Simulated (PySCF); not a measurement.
A species of formula [C8H12N]+ has this rotational fingerprint, computed with PBE0-D3(BJ)/def2-SVP geometry optimisation, gas phase (PySCF):

```
Rotational constants                         : A = 1846, B = 1711, C = 902.9 MHz
Dipole components (about the centre of mass) : |μa| = 1.87 D, |μb| = 0.08 D, |μc| = 0.12 D
Inertial defect                              : -9.53 u·Å²
κ                                            : 0.71
```

Question: Which candidate fits, each taken in the one conformer that was computed?
A. `[CH3:1][CH2:2][c:3]1[cH:4][cH:5][cH:6][cH:7][n+:8]1[CH3:9]` (charge +1) with C1–C2–C3–C4 0°
B. `[CH2:1]=[C:2]([CH2:3][C:4]#[N+:5][CH3:6])[CH:7]1[CH2:8][CH2:9]1` (charge +1) with C1–C2–C3–C4 96°, C1–C2–C7–C8 -155°
C. 2,4,6-trimethylpyridinium (`Cc1cc(C)[nH+]c(C)c1`)

Answer: C. It is Cc1cc(C)[nH+]c(C)c1, an asymmetric top. The candidates at the same level (rigid rotor, commonest isotopes):

```tsv
SMILES	A (MHz)	B (MHz)	C (MHz)	μa (D)	μb (D)	μc (D)	Δ (u·Å²)	point group	rotor
CCc1cccc[n+]1C	2495	1491	950.0	1.31	1.50	0.00	-9.55	Cs	asymmetric top
C=C(CC#[N+]C)C1CC1	2404	1001	818.7	6.12	0.09	0.65	-97.63	C1	asymmetric top
Cc1cc(C)[nH+]c(C)c1	1846	1711	902.9	1.87	0.08	0.12	-9.53	–	asymmetric top
```

`C=C(CC#[N+]C)C1CC1` has B 41 % too low; `CCc1cccc[n+]1C` has A 35 % too high. No structure here is proved a minimum.
